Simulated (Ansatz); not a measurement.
System: C$_{2}$H$_{5}$Si, charge 0, doublet. C2H5Si (SMILES [CH2][Si]C, doublet).
B3LYP-D3(BJ)/def2-TZVP minimum from Ansatz (a first-principles code):
```
Si
C 1 1.7077
H 2 1.0812 1 123.47
H 2 1.0865 3 115.86 1 -180.00
C 1 1.8895 2 122.58 3 180.00
H 5 1.0903 1 111.20 2 119.56
H 5 1.0903 6 108.39 1 -122.52
H 5 1.0930 6 109.16 7 -118.80
```
Charge 0, spin multiplicity 2.

Wanted: atomisation energy (electronic, to ground-state atoms), in kJ/mol. Radicals and triplets start from unrestricted determinants; spin-orbit coupling is neglected. CBS(X,Y): correlation extrapolated as X^-3, Hartree-Fock from the larger set. A bracket is a step between two methods taken in the basis named. The functionals are non-relativistic, so their misses hold any scalar relativity. Double hybrids freeze cores in their MP2 part. 'core' is core correlation in cc-pwCVTZ (1s frozen past Ne), 'X2C' scalar relativity in cc-pVTZ-DK, both at CCSD(T). Where a partner has so few electrons that a lower coupled-cluster level is exact, that level stands in. The UHF reference of C2H5Si ([CH2][Si]C, doublet) is spin-contaminated (<S^2> up to 0.37 over the pure value in the sets run).

CCSD(T)/CBS(cc-pV(T+d)Z,cc-pV(Q+d)Z) + [CCSDT(Q) - CCSD(T)]/cc-pV(D+d)Z + core + X2C (Ansatz) gives 2812.4 kJ/mol.

**Question.** What does PBE/def2-TZVPD (Ansatz) give here, and how do the other levels compare?

**Answer.** PBE gives 2845.3 kJ/mol, 32.9 kJ/mol above it. Differences of the others: PBE0/def2-TZVPD (Ansatz) -5.2; wB97M-V/def2-TZVPD (Ansatz) -11.0; B2PLYP/def2-TZVPD (Ansatz) -45.1; CCSD(T)/CBS(cc-pV(T+d)Z,cc-pV(Q+d)Z) + core + X2C (Ansatz) -5.9 kJ/mol.
